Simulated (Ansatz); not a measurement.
A nudged elastic band was laid between two geometries of C2H9GeNO (14 atoms, charge 0, multiplicity 1).

These are results of RKS PBE/def2-SVP (Ansatz 0.2.0), not measurements.

```yaml
movable_images: 9
climbing_image: yes
spring: 5.0 eV/Å²
optimiser: quadratic models (default)
start_path: through a guess of the saddle point
force_threshold: 0.05 eV/Å
iteration_limit: 54
end_points: relaxed
```

First end point:

```xyz
14
Properties=species:S:1:pos:R:3
C -1.417 0.524 0.337
C -0.010 0.387 -0.247
N 0.834 1.439 0.284
O -0.008 0.594 -1.660
Ge 0.776 -1.462 0.103
H -1.803 1.538 0.104
H -1.422 0.383 1.438
H -2.105 -0.231 -0.096
H 1.798 1.340 -0.060
H 0.861 1.407 1.309
H -0.579 -0.093 -2.052
H 0.798 -1.808 1.623
H 2.245 -1.441 -0.408
H 0.018 -2.604 -0.646
```

Last end point:

```xyz
14
Properties=species:S:1:pos:R:3
C -1.373 0.461 0.424
C 0.040 0.323 -0.145
N 0.928 1.229 0.530
O 0.044 0.614 -1.562
Ge 0.783 -1.534 0.117
H -1.746 1.492 0.237
H -1.387 0.272 1.515
H -2.080 -0.244 -0.060
H 1.852 1.212 0.080
H 0.577 2.195 0.431
H -0.612 0.030 -1.992
H 0.632 -2.061 1.571
H 2.286 -1.511 -0.272
H 0.041 -2.508 -0.846
```

Problem. Which bonds break or form, and what moves?

Solution. No bond is made or broken. The height of N3 over the plane of its neighbours goes from -0.37 to 0.40 Å.

Problem. Give the energies along the band, and the barrier.

Solution. The forces met the threshold. The highest image is number 4 of 0 to 10, 0.079 eV above the first end and 0.240 eV above the last; the last end lies 0.161 eV below the first. A vibrational analysis at the climbing image gives one clearly imaginary mode, 492i cm⁻¹: a first-order saddle point.

```
image  path coordinate (Å)  energy (eV)  height of N3 over the plane of its neighbours (Å)
    0                 0.00        0.000                                              -0.37
    1                 0.23        0.005                                              -0.36
    2                 0.47        0.021                                              -0.33
    3                 0.70        0.048                                              -0.27
    4                 0.94        0.079                                              -0.10
    5                 1.09        0.049                                               0.05
    6                 1.24       -0.026                                               0.19
    7                 1.39       -0.099                                               0.30
    8                 1.54       -0.140                                               0.36
    9                 1.69       -0.157                                               0.39
   10                 1.84       -0.161                                               0.40
```

Problem. What is the geometry of the highest image?

Solution. 
```xyz
14
Properties=species:S:1:pos:R:3
C -1.367 0.508 0.398
C 0.018 0.353 -0.240
N 0.903 1.322 0.295
O -0.064 0.555 -1.671
Ge 0.781 -1.501 0.059
H -1.735 1.540 0.210
H -1.341 0.324 1.491
H -2.097 -0.196 -0.049
H 1.908 1.218 0.186
H 0.579 1.974 1.004
H -0.642 -0.148 -2.028
H 0.712 -1.936 1.553
H 2.274 -1.461 -0.375
H 0.057 -2.583 -0.803
```

Problem. What are the harmonic wavenumbers there?

Solution. 492i, 158, 190, 198, 238, 263, 290, 376, 390, 439, 534, 540, 612, 788, 840, 848, 854, 942, 957, 1065, 1125, 1206, 1302, 1333, 1408, 1411, 1544, 2027, 2053, 2070, 2957, 3050, 3069, 3541, 3663, 3672 cm⁻¹.

Time of the run: 5.1 min on 2 threads of Arm Neoverse V1 (shared host), peak memory 0.19 GiB.
